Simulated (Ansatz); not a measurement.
**Worked example: C4H10BCl + C2H6OSi2 → C4H11BO + C2H5ClSi2**

Species: C4H10BCl `CCB(Cl)CC`, singlet; C2H6OSi2 `O[SiH2]C#C[SiH3]`, singlet; C4H11BO `CCB(O)CC`, singlet; C2H5ClSi2 `[SiH3]C#C[SiH2]Cl`, singlet. The partners trade Cl for OH: B–Cl and Si–OH bonds give way to B–OH and Si–Cl.

Shapes, held fixed at every level: PBE0-D4/def2-TZVP. Flexible molecules stand in one conformer, not always the lowest. Programs: Ansatz 0.2.0. Electronic energies: no zero-point or thermal term.

At MP2/def2-TZVPP; 1 Eh = 2625.50 kJ/mol:

```
  species   energy (Eh)
 C4H10BCl   -642.610074
 C2H6OSi2   -732.839162
  C4H11BO   -258.640886
C2H5ClSi2  -1116.819523
```

**Question.** Work out ΔE of the reaction at this level.

**Answer.** 
1. Products less reactants: (-258.640886) + (-1116.819523) − [(-642.610074) + (-732.839162)] = -0.011173 Eh = -29.3 kJ/mol.

Other levels give -45.9 (CCSD(T)/def2-SVP) to -30.9 kJ/mol (r2SCAN-D4/def2-TZVPP). No measured value is set beside it here.
